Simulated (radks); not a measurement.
Coulomb parameter of the 4d shell of neutral technetium in the model configuration [Kr] 4d3 5s2 5p2, as a second difference U = [E(n + 0.25) + E(n - 0.25) - 2 E(n)] / (0.25)^2 with all orbitals relaxed. "Bare": the charge of the atom changes with n. "Screened": the 5p shell takes up the change at fixed total charge, which measures U(4d,4d) + U(5p,5p) - 2 U(4d,5p). All-electron calculation, scalar-relativistic Kohn-Sham, BLYP, spin-unpolarised, spherical densities, point nucleus. Program: a radial shooting solver on a logarithmic mesh with Libxc functionals.

start: configuration [Kr] 4d3 5s2 5p2; E - E(n) (eV) 0.000
bare +0.25: configuration [Kr] 4d3.25 5s2 5p2; E - E(n) (eV) -3.232
bare -0.25: configuration [Kr] 4d2.75 5s2 5p2; E - E(n) (eV) 3.852
screened +0.25: configuration [Kr] 4d3.25 5s2 5p1.75; E - E(n) (eV) -2.617
screened -0.25: configuration [Kr] 4d2.75 5s2 5p2.25; E - E(n) (eV) 2.803

U(bare) = 9.934 eV, U(screened by 5p) = 2.968 eV, against the Slater integral F0(4d,4d) = 16.070 eV with frozen orbitals. The step up makes a negative ion, whose loosely bound charge lowers the bare value.
